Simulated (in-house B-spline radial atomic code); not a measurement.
Values are calculated unless marked as measured or tabulated.
## Weak and strong correlation along the adiabatic connection

Two-electron singlets in several external potentials (atomic units), by full CI in B-splines with partial waves to l = 8 (correlation energies up to 0.6 % small). The repulsion is scaled by λ at fixed density; W(λ) is the mean repulsion less the Hartree energy, W(0) = E_x, and the area under W from 0 to 1 is E_xc.

One system gave this curve:

| λ | W (hartree) |
| --- | --- |
| 0 | -4.4181 |
| 0.02 | -4.42 |
| 0.05 | -4.4229 |
| 0.12 | -4.4296 |
| 0.25 | -4.442 |
| 0.4 | -4.456 |
| 0.6 | -4.4744 |
| 0.8 | -4.4924 |
| 1 | -4.5101 |
| 1.4 | -4.5443 |
| 2 | -4.5932 |
| 3 | -4.6688 |
| 4.5 | -4.7698 |
| 7 | -4.9115 |
| 10 | -5.0482 |

Which system is it?
A. −Z/r, Z = 2.47, wall at 6.21 bohr
B. −Z exp(−kr)/r, Z = 1.82, k = 0.517
C. ω²r²/2 − Z/r, ω = 0.337, Z = 0.5
D. −Z exp(−kr)/r, Z = 8.56, k = 3.71

D. The exchange energy sets the size: −Z exp(−kr)/r, Z = 8.56, k = 3.71: E_x = -4.42, E_c = -0.0468; −Z/r, Z = 2.47, wall at 6.21 bohr: E_x = -1.32, E_c = -0.0428; −Z exp(−kr)/r, Z = 1.82, k = 0.517: E_x = -0.794, E_c = -0.0442; ω²r²/2 − Z/r, ω = 0.337, Z = 0.5: E_x = -0.497, E_c = -0.0359 hartree.
